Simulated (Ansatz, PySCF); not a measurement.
System: sulfur difluoride, SF2, net charge 0, singlet state. SMILES: FSF
Structure (B3LYP-D3(BJ)/def2-TZVP (Ansatz, a quantum-chemistry and plane-wave program) minimum search):
```
S
F 1 1.6052
F 1 1.6052 2 98.75
```

Wanted: vertical triplet-singlet gap, E(triplet) - E(singlet), in eV. Conventions: no dispersion term unless named; each state is the SCF solution reached for its charge and spin; non-relativistic; frozen cores in correlated levels; 6-31G* and kin with 6d, 5d where marked; no spin-orbit coupling; UHF or UKS for open shells. CBS marks a two-point X^-3 extrapolation of the correlation energy; Hartree-Fock from the larger set. The bracket is a focal-point correction in the basis named. First-principles rows: single points at B3LYP-D3(BJ) geometries (Ansatz). Levels can end on unlike triplets.

```csv
species,coefficient,"E at M06-2X/6-31G* (5d) (PySCF), Eh","E at wB97M-V/def2-TZVPD (Ansatz), Eh"
"charge 0, triplet",+1,-597.57858,-597.76937
"charge 0, singlet",-1,-597.68920,-597.87056
```

Coupled cluster (Ansatz) is a level with limits of its own, used here on species with T1 under 0.025 (0.045 for open shells) and stable references: RI-MP2/CBS(aug-cc-pV(T+d)Z,aug-cc-pV(Q+d)Z)+[CCSD(T)-MP2]/aug-cc-pV(T+d)Z. Value to compare with, RI-MP2/CBS(aug-cc-pV(T+d)Z,aug-cc-pV(Q+d)Z)+[CCSD(T)-MP2]/aug-cc-pV(T+d)Z (Ansatz): 2.75 eV. 1 Eh = 27.2114 eV.

Problem. Compute it at each level from the table, and compare with RI-MP2/CBS(aug-cc-pV(T+d)Z,aug-cc-pV(Q+d)Z)+[CCSD(T)-MP2]/aug-cc-pV(T+d)Z (Ansatz).

Solution. 
- M06-2X/6-31G* (5d): the sum of coefficient times E is 0.11062 Eh, or 3.010 eV. Result: 3.01 eV. Its difference against RI-MP2/CBS(aug-cc-pV(T+d)Z,aug-cc-pV(Q+d)Z)+[CCSD(T)-MP2]/aug-cc-pV(T+d)Z (Ansatz) is 0.26 eV.
- wB97M-V/def2-TZVPD: the sum of coefficient times E is 0.10119 Eh, or 2.754 eV. Result: 2.75 eV. Its difference against RI-MP2/CBS(aug-cc-pV(T+d)Z,aug-cc-pV(Q+d)Z)+[CCSD(T)-MP2]/aug-cc-pV(T+d)Z (Ansatz) is 0.00 eV.
